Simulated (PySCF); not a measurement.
System: tetrasiletane, Si$_{4}$H$_{8}$ (charge 0, singlet). 
Geometry from a B3LYP-D3(BJ)/def2-TZVP (Ansatz) optimisation:
SMILES: [SiH2]1[SiH2][SiH2][SiH2]1
```xyz
12

Si     0.3520     0.4396     1.5510
Si     1.5059     0.4417    -0.5098
Si    -0.5752     0.0254    -1.5464
Si    -1.2827    -0.9067     0.5052
H      1.0350    -0.0544     2.7713
H     -0.2041     1.7910     1.8184
H      2.3671    -0.7650    -0.6063
H      2.2946     1.6338    -0.9053
H     -0.6266    -0.7967    -2.7797
H     -1.2835     1.3088    -1.7876
H     -0.8794    -2.3348     0.5755
H     -2.7031    -0.7827     0.9138
```
Charge 0, spin multiplicity 1.

Dispersion corrections to the total energy (kcal/mol) from the dftd3 and dftd4 libraries through PySCF: D3(BJ) without and D4 with the three-body term, each with the damping fitted for the functional named.

```csv
functional,D3(BJ),D4
PW6B95,?,-6.40
B2PLYP,-8.56,-5.90
BHLYP,-14.33,-12.46
TPSS,-11.12,?
BLYP,-19.24,?
LC-wPBE,-9.27,-9.64
PBE,-8.34,-8.48
```

Q: Complete the blanks.

A: 
- PW6B95, D3(BJ): -6.00
- TPSS, D4: -11.33
- BLYP, D4: -17.87
